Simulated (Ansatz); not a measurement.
F₃Sc, charge -1, doublet, at a GFN2-xTB geometry (such geometries of metal compounds can be far from the true shape) (the multiplicity is a formal guess) (a gas-phase anion, which may not be bound at this level).

Input for Ansatz (a quantum-chemistry and plane-wave program):
Ansatz 0.2 input:
```yaml
crystal:
  periodic: [false, false, false]
  atoms:
    - {symbol: Sc, position_ang: [-0.00000000, -0.00000000, 0.00000000]}
    - {symbol: F, position_ang: [-1.55788298, -0.96553266, 0.06591834]}
    - {symbol: F, position_ang: [-0.00103869, 1.69583093, -0.69839409]}
    - {symbol: F, position_ang: [1.55892167, -0.73029827, 0.63247575]}
basis:
  gaussian:
    orbitals: STO-3G
hamiltonian:
  xc: {name: BHLYP}
total_charge: -1
magnetization: {spin_polarized: true, initial_magnetization: 1}
accuracy: high
```

**Question.** What does this run give for the total energy, <S^2>, number of basis functions?

**Answer.** 
```
Quantity                           Value
-------------------------  -------------
total energy               -1048.3296 Eh
<S^2>                              0.754
number of basis functions             33
```

A gas-phase anion may not be bound at this level; its values then depend on the basis.
